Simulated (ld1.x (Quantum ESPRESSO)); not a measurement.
PBE TM dataset for B (Z = 5), non-relativistic all-electron reference.

- Element: boron (B)
- Generator: ld1.x (Quantum ESPRESSO) 7.5
- Type: norm-conserving Troullier–Martins (Kleinman–Bylander form)
- Functional: PBE
- Relativity: non-relativistic
- Frozen core: [He]
- Valence charge: 3
- Reference configuration: 2s2 2p1
- Partial waves: 2s (bound): rc 1.25 bohr; 2p (bound): rc 2.90 bohr
- Local potential: all-electron potential smoothed inside 1.85 bohr (lloc = -2)
- Core correction: none

Poles of the logarithmic derivatives, all-electron (AE) and pseudo (PS). s: poles at -0.4, 3.4 (AE) and -0.4, 3.4 (PS) Ry. p: poles at 0.0, 3.2 (AE) and 0.1, 3.8 (PS) Ry. Test radius 3.15 bohr.

- Cutoffs needed: 21 Ry and 55 Ry (the cutoffs (Ry, on a coarse ladder) from which the occupation-weighted sum of valence levels, in a spherical-Bessel basis at the reference potential, stays within 10 and 1 mRy of its value at 400 Ry)
- Ghost test: no extra level below or beside the all-electron valence levels (s, p, d, f tested) (spherical-Bessel basis up to 400 Ry, 20 bohr box)
- Largest excitation error: +240 meV (all-electron minus pseudo) for 2s1 2p0, out of 7 test configurations
